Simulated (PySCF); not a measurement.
Al(Me)(H) (CH4Al), SMILES [CH3][AlH], multiplicity 2.

Coordinates come from a ωB97X-D3(BJ)/def2-TZVP optimisation. The multiplicity is an assumed one; other spin states were not compared. The isomer is the one that the SMILES or the coordinates give; other isomers of the formula were not compared.

Calculation: PySCF with ωB97X/def2-TZVPD.

Gas-phase values at a fixed geometry.

```
Property                                                                                                         Value
---------------------------------------------------------------------------------------------  -----------------------
total energy                                                                                        -282.88718 hartree
point group                                                                                                         Cs
α spin, highest occupied and lowest empty level                                                      -7.32 and 0.39 eV
β spin, highest occupied and lowest empty level                                                    -10.30 and -0.79 eV
dipole moment                                                                                                   0.68 D
quadrupole, principal values (traceless, Buckingham form, about the centre of nuclear charge)   -3.72, -1.84, 5.56 D·Å
mean static polarisability                                                                        54.8 bohr³ (8.13 Å³)
polarisability, principal values                                                                50.9, 53.5, 60.1 bohr³
⟨S²⟩                                                                                           0.752 (pure state 0.75)
```
